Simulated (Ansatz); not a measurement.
C2H9BSi (`BC(C)[SiH3]`), relaxed with RKS PBE-D4/def2-SVP in Ansatz 0.2.0 from a rough embedded geometry. The force threshold is 0.03 eV/Å; the program also tests the step.

Charge 0, multiplicity 1.

Start:

```xyz
13

B     1.408   -0.238    0.748
C     0.085    0.379    0.297
C     0.191    0.913   -1.113
Si   -1.284   -0.844    0.416
H     1.579   -0.705    1.862
H     2.412   -0.283    0.020
H    -0.175    1.234    0.993
H     0.958    1.769   -1.172
H    -0.784    1.417   -1.455
H     0.416    0.142   -1.877
H    -1.348   -1.425    1.765
H    -0.954   -2.007   -0.518
H    -2.503   -0.350    0.034
```

How much energy does the relaxation release, and in how many steps? (Estimate.)

Computed: 50.37 kJ/mol, in 16 steps.

Which bonds change most? (Estimate.)

The calculation gave: Si4–H13 from 1.369 to 1.506 Å; C2–Si4 from 1.840 to 1.943 Å; C3–H8 from 1.151 to 1.110 Å; C3–H9 from 1.150 to 1.110 Å.

Give the relaxed structure. (Estimate.)

Computed: 
```xyz
13

B     1.388   -0.352    0.700
C     0.176    0.491    0.272
C     0.137    1.121   -1.127
Si   -1.133   -0.936    0.444
H     1.546   -0.659    1.870
H     2.147   -0.815   -0.136
H    -0.185    1.176    1.072
H     0.854    1.965   -1.193
H    -0.865    1.515   -1.398
H     0.433    0.388   -1.907
H    -1.484   -1.175    1.884
H    -0.658   -2.228   -0.168
H    -2.356   -0.493   -0.313
```
